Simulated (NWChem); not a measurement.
BeH2SO; SMILES [OH][Be][SH]

```xyz
5

Be     0.0247    -0.6358    -0.0239
O      0.0209    -2.0569    -0.0532
H      0.0055    -2.7609     0.6069
S      0.0642     1.2760    -0.0046
H     -1.2989     1.3441    -0.0119
```
Atoms are numbered in this order, from 1.

Program: NWChem. Medium grid unless said otherwise, to which SCAN and Minnesota functionals are sensitive. All runs use the structure optimised with PBE-D3(BJ)/def2-SVP. B3LYP is NWChem's, with the RPA form of VWN correlation. Total energies of different functionals are on different scales.

| level | energy (Ha) | highest occupied level (eV) | orbital gap (eV) | dipole (D) |
|---|---|---|---|---|
| B3LYP/def2-SVP | -489.2914 | -7.03 | 6.64 | 2.07 |
| PBE/def2-SVP | -488.9775 | -6.08 | 5.23 | 2.08 |
| Hartree-Fock/def2-SVP | -488.0965 | -10.20 | 12.40 | 2.16 |
| M05-2X/def2-SVP | -489.2496 | -8.55 | 9.34 | 2.15 |
| LC-BLYP (range parameter 0.33 per bohr)/def2-SVP | -488.8202 | -9.52 | 10.89 | 2.21 |
| LDA (Slater exchange, VWN5)/def2-SVP | -487.1396 | -6.15 | 5.21 | 2.15 |
| LRC-wPBEh/def2-SVP | -489.0318 | -9.24 | 10.65 | 2.19 |
| LC-wPBE (HJS exchange hole, range parameter 0.4 per bohr)/def2-SVP | -489.0548 | -10.13 | 11.93 | 2.29 |
| PW6B95/def2-SVP | -489.6987 | -7.39 | 7.20 | 2.08 |
